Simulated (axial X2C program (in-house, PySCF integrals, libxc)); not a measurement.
## CoSH: properties at the nuclei

Calculated with an in-house all-electron X2C program for linear molecules (integrals from PySCF): two-component X2C with atomic mean-field Coulomb and Gaunt terms, Gaussian nuclei, basis Co dyall-v3z, S dyall-av3z, H dyall-v3z with contracted cores.

Co–S–H held linear, with bonds 2.162 and 1.349 Å (a rough geometry, not the PBE0 minimum).

Determinant lowest in the PBE0 search, Ω = 4 (⟨Sz⟩ = 2.00, ⟨Lz⟩ = 2.00 at PBE0), spin on the atoms Co 1.85, S 0.11, H 0.03:

| level | Eeff magnitude (GV/cm) | Ws magnitude Co (kHz) | A∥/gI Co (MHz) | qzz Co (a.u.) | A∥/gI S (MHz) | qzz S (a.u.) | A∥/gI H (MHz) | qzz H (a.u.) | μ (D) |
| --- | --- | --- | --- | --- | --- | --- | --- | --- | --- |
| PBE0 | 1.06 | 0.113 | 693 | -1.06 | 45 | 1.74 | 2.63 | 0.23 | -0.97 |
| HF | 1.25 | 0.129 | 608 | -1.31 | 30.6 | 1.93 | 1.59 | 0.23 | -1.74 |
| TPSSh | 0.984 | 0.106 | 697 | -1.12 | 47.4 | 1.70 | 3.15 | 0.23 | -0.67 |

Determinant 0.21 eV from it at PBE0 and this distance, Ω = 1 (⟨Sz⟩ = 1.00, ⟨Lz⟩ = 0.00 at PBE0), spin on the atoms Co 0.95, S 0.05, H 0.00:

```json
{"level": "PBE0", "Eeff magnitude (GV/cm)": "0.223", "Ws magnitude Co (kHz)": "0.0448", "A∥/gI Co (MHz)": "61.6", "qzz Co (a.u.)": "2.68", "A∥/gI S (MHz)": "6.87", "qzz S (a.u.)": "2.09", "A∥/gI H (MHz)": "0.229", "qzz H (a.u.)": "0.23", "μ (D)": "-4.70"}
{"level": "HF", "Eeff magnitude (GV/cm)": "0.181", "Ws magnitude Co (kHz)": "0.038", "A∥/gI Co (MHz)": "16.2", "qzz Co (a.u.)": "2.08", "A∥/gI S (MHz)": "6.58", "qzz S (a.u.)": "2.05", "A∥/gI H (MHz)": "-1.16", "qzz H (a.u.)": "0.24", "μ (D)": "-5.83"}
{"level": "TPSSh", "Eeff magnitude (GV/cm)": "0.221", "Ws magnitude Co (kHz)": "0.0422", "A∥/gI Co (MHz)": "64.1", "qzz Co (a.u.)": "2.66", "A∥/gI S (MHz)": "6.9", "qzz S (a.u.)": "2.11", "A∥/gI H (MHz)": "0.289", "qzz H (a.u.)": "0.23", "μ (D)": "-4.43"}
```

Eeff is the effective electric field on the electron electric dipole moment in this Ω state and Ws the scalar–pseudoscalar constant of the nucleus named (defined with the proton number Z and per Ω); A∥ (defined per Ω) follows by multiplying with gI = μI/(I μN); qzz is the electric field gradient, eQq0 = 234.96 MHz × Q/barn × qzz; μ is positive if the H end (last atom) is positive. The operators were transformed with the bare-nucleus X2C matrices; with these basis sets, hyperfine constants and field gradients can be off by tens of per cent, and where levels differ in sign neither size nor sign is settled.

(1) With gI(59Co) = 1.3220, Q(59Co) = 0.42 barn, gI(33S) = 0.4292, Q(33S) = -0.0694 barn, gI(1H) = 5.5857 (g factors from the IAEA table of nuclear moments by Stone; Q from Pyykkö, Mol. Phys. 2018), turn the PBE0 values of the first state into constants in MHz.

The molecule was held linear; bending was not examined, so a bent shape may lie lower. Hydrosulfides and their kin are strongly bent in nature, so this linear model does not describe the real molecule.

Each state is one determinant with collinear spin, which with several unpaired electrons need not be a pure state. Unrestricted Hartree–Fock can overshoot spin polarisation at the nuclei. With several open shells hyperfine constants can be off by a factor of several. Open-shell Ω = 0 determinants with evenly filled partner blocks cannot be reached by this program, so the Ω shown need not be the lowest component. States lie within half an eV, so the first need not be the ground state. PBE0 term energies can be off by some tenths of an eV.

Results:

(1) A∥(59Co) = 693 × 1.3220 = 916 MHz; eQq0(59Co) = 234.96 × (0.42) × (-1.06) = -105 MHz; A∥(33S) = 45 × 0.4292 = 19.3 MHz; eQq0(33S) = 234.96 × (-0.0694) × (1.74) = -28.4 MHz; A∥(1H) = 2.63 × 5.5857 = 14.7 MHz.
